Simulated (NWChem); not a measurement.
Species: CH₃AlF₂S; SMILES C[S][Al]([F])[F]

```xyz
8

Al    -0.0071     0.8175     0.0000
F      0.9399     2.1664     0.0000
F     -1.6506     1.0003     0.0000
S      0.8509    -1.1667     0.0000
C     -0.6945    -2.2022     0.0000
H     -1.5944    -1.5861     0.0000
H     -0.6829    -2.8308     0.8921
H     -0.6829    -2.8308    -0.8921
```
Atoms are numbered in this order, from 1.

Computed with NWChem. Coordinates come from a B3LYP/6-31G* (spherical d) optimisation. Total energies compare along this basis series because the functional is fixed.

| level | basis functions | energy (Ha) | highest occupied level (eV) | orbital gap (eV) | dipole (D) |
|---|---|---|---|---|---|
| TPSS/cc-pVDZ | 93 | -880.4661 | ? | 4.87 | ? |
| TPSS/aug-cc-pVDZ | 150 | -880.4999 | -6.57 | 4.72 | 2.30 |
| TPSS/cc-pVTZ | 200 | -880.5919 | -6.52 | 4.89 | 2.16 |

Q: Fill in the missing entries.

A: 
- TPSS/cc-pVDZ, highest occupied level (eV): -6.47
- TPSS/cc-pVDZ, dipole (D): 2.24
